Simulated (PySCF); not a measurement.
## [DyO(OH)]− at several levels of theory

Computed with PySCF 2.14.0 (density fitting, no spin-orbit coupling) at the geometry relaxed with PBE0:

```xyz
4
[DyO(OH)]− (singlet in the valence; each metal's 4f electrons, 10 of them, lie in its core potential, out of spins and levels)
Dy   -0.0151   -0.0452   -0.3345
O     1.6339    0.0272    0.8627
O    -2.1425    0.0246    0.4132
H    -2.6928    0.0822    1.1995
```

```
 level                                              basis    state  HOMO (eV)  gap (eV)  charge on Dy1 (e)  population of f-type functions on Dy1 (polarisation alone where 4f lies in the core)  dipole about the centre of mass (D)  largest force component (eV/Å)
  PBE0  Dy lcecp-0-SVP with ECP56, O def2-SVP, H def2-SVP  singlet          –         –               0.18                                                                                  0.04                                 7.13                            0.01
r2SCAN                                           the same  singlet          –         –               0.12                                                                                  0.03                                 6.46                            0.37
   PBE                                           the same  singlet          –         –              -0.01                                                                                  0.03                                 5.85                            0.53
```

In the lcecp rows the 4f levels are missing from HOMO and gap, and the state counts the valence alone.

Charges are Mulliken's, which hang on the basis. The relaxation used the grid (50, 194), these runs (75, 302) or, all-electron (x2c bases, spin-free X2C Hamiltonian), (99, 590).

Q: What does PBE0 with Dy lcecp-0-TZVP with ECP56, O def2-TZVP, H def2-TZVP give here?

A: state singlet, charge on Dy1 (e) 0.62, population of f-type functions on Dy1 (polarisation alone where 4f lies in the core) 0.04, dipole about the centre of mass (D) 7.63, largest force component (eV/Å) 0.46. Time: 6.3 s on 2 threads of Intel(R) Xeon(R) Platinum 8375C CPU @ 2.90GHz (Ice Lake), with other jobs on the host, from free ions and atoms.

The gap of the closed shell is small, and it wasn't tested for a lower spin-broken solution at this geometry. An lcecp potential fixes the number of 4f electrons, so in runs with it no electron can move into or out of that shell; real Dy(II) is rare or takes another configuration.

Small gap, closed shell not tested for a spin-broken solution: r2SCAN, PBE.
